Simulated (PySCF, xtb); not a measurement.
CdCl2, SMILES [Cl][Cd][Cl] (connectivity only; charge and spin as stated), charge -1, multiplicity 2.

Harmonic wavenumbers (cm⁻¹) from xtb with GFN2-xTB at its own minimum, in rising order: 61, 169, 190.

Problem. What does B3LYP-D3(BJ)/def2-SVPD run with PySCF give at its own minimum? (The exact figures need the calculation; the answer reports its results.)

Solution. 59, 216, 228. Paired by order, the mean absolute difference is 29 cm⁻¹ and the zero-point energies are 0.6 and 0.7 kcal/mol.
